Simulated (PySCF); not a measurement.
# Fractional electron number in Nd²⁺ (neodymium, charge +2)

The 4f alpha orbital of [Xe] 4f4 is emptied in steps (occupation f), with all orbitals relaxed, ending at [Xe] 4f3. Calculation: PySCF 2.14, in def2-SVP with the def2 core potential (28 electrons) (10s6p4d3f1g, 78 functions); a scalar-relativistic core potential. The exact energy is a straight line in f; departures are measured from the line between the end points of the same method.

Task: Among BHandHLYP, wB97X, MN15, which shows the largest delocalisation error (convex curve), and which is closest to linear?

Result: Most convex: MN15 (-1.183 eV at f = 0.5); closest to linear: BHandHLYP (-0.491 eV).

```json
{"f": "1", "BHandHLYP (eV)": "0.000", "wB97X (eV)": "0.000", "MN15 (eV)": "0.000"}
{"f": "0.75", "BHandHLYP (eV)": "-0.364", "wB97X (eV)": "-0.460", "MN15 (eV)": "-0.875"}
{"f": "0.5", "BHandHLYP (eV)": "-0.491", "wB97X (eV)": "-0.623", "MN15 (eV)": "-1.183"}
{"f": "0.25", "BHandHLYP (eV)": "-0.372", "wB97X (eV)": "-0.474", "MN15 (eV)": "-0.899"}
{"f": "0", "BHandHLYP (eV)": "0.000", "wB97X (eV)": "0.000", "MN15 (eV)": "0.000"}
```

```csv
method,E(f=0) − E(f=1) (eV),−ε at f=1 (eV),−ε at f=0.5 (eV)
BHandHLYP,22.064,20.152,22.044
wB97X,22.809,20.400,22.770
MN15,23.673,19.074,23.608
```

Reference removal energy between the ground levels: 22.09 ± 0.04 eV (semi-empirical (NIST evaluation); NIST Atomic Spectra Database, ionization energies). The calculation has no spin-orbit coupling. The determinant left behind need not be the lowest term of the ion.
